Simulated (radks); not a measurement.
The numbers below are computed, except where a source is named.
The caesium ion Cs2+ inside a hard spherical wall (all orbitals vanish at R), configuration held at [Kr] 4d10 5s2 5p5 and not refilled when levels cross. Level of theory: scalar-relativistic Kohn-Sham, PBE, spin-polarised, spherical densities, finite nucleus; open shells are filled with parallel spins first (spin-orbit coupling, left out, can overturn this in heavy ions); Fermi nuclear charge, rms radius 4.8041 fm (a radial shooting solver on a logarithmic mesh with Libxc functionals). Eigenvalues in eV for spin up, with the zero of energy where the potential of the charges vanishes at infinity; a dash marks a level that is unbound or too diffuse for the functional's potential to be trusted. A positive occupied level is held by the wall or, in an anion where self-interaction has pushed it up, behind a barrier. The pressure on the wall is -dE/dV.

R (bohr)  E (hartree)  kinetic (hartree)    e(4p)    e(4d)    e(5s)    e(5p)  e(5d, empty)  e(6s, empty)  pressure (GPa)
free       -7785.6305           8202.483  -177.82  -91.228  -42.986  -29.142       -12.572       -12.030               0
20         -7785.6305           8202.483  -177.82  -91.228  -42.986  -29.142       -12.572       -12.030        < 0.0001
12         -7785.6305           8202.483  -177.82  -91.228  -42.986  -29.142       -12.572       -12.029        < 0.0001
8          -7785.6305           8202.483  -177.82  -91.227  -42.985  -29.142       -12.551       -11.896        0.000835
6          -7785.6292           8202.501  -177.77  -91.176  -42.945  -29.100       -12.231       -10.536           0.209
5          -7785.6163           8202.633  -177.44  -90.850  -42.697  -28.826       -11.271        -7.291            3.08
4          -7785.4930           8203.571  -175.56  -89.021  -41.290  -27.150        -7.592         3.317            44.7
2          -7772.8873           8255.036  -134.13  -48.876   17.270   44.001        89.573        226.30           18900
